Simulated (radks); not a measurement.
Ga II, 30 electrons, occupied as [Ar] 3d10 4s1 4p1 (not the ground configuration). All-electron calculation, Dirac Kohn-Sham, PBE, spin-unpolarised, spherical densities, finite nucleus; open shells are shared between the two j in proportion to 2j + 1; Fermi nuclear charge, rms radius 3.9973 fm. Program: a radial shooting solver on a logarithmic mesh with Libxc functionals.

X-ray form factor f0, the Fourier transform of the density (f0(0) = 30):

| sin(theta)/lambda (1/angstrom) | f0 (electrons) |
|---|---|
| 0.05 | 29.512 |
| 0.1 | 28.252 |
| 0.15 | 26.612 |
| 0.2 | 24.868 |
| 0.25 | 23.134 |
| 0.3 | 21.442 |
| 0.4 | 18.241 |
| 0.5 | 15.392 |
| 0.6 | 13.000 |
| 0.8 | 9.633 |
| 1 | 7.727 |
| 1.25 | 6.444 |
| 1.5 | 5.625 |
| 2 | 4.256 |
